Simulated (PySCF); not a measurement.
Br2Sn, charge -1, multiplicity 2. Atoms are numbered in the order given.

```xyz
3

Sn     0.0000     0.0000     1.0173
Br     0.0000    -2.0637    -0.7266
Br     0.0000     2.0637    -0.7266
```
Charge -1, spin multiplicity 2.

Coordinates come from a r2SCAN-D4/def2-SVPD optimisation. The spin state was assumed, not searched. The isomer is the one that the SMILES or the coordinates give; other isomers of the formula were not compared. The def2 effective core potentials stand for the cores of Sn; spin–orbit coupling is left out.

All values below come from PBE/def2-TZVPD run with PySCF.

Mulliken values depend strongly on the basis, most of all with diffuse functions as here. ESP charges are fitted to the potential on shells at 1.4 to 2.0 van der Waals radii. Atomic charges (e):

```
atom  Mulliken  ESP fit  Mulliken spin
----  --------  -------  -------------
Sn1       0.01    -0.19           1.01
Br2      -0.50    -0.41          -0.01
Br3      -0.50    -0.41          -0.01
```
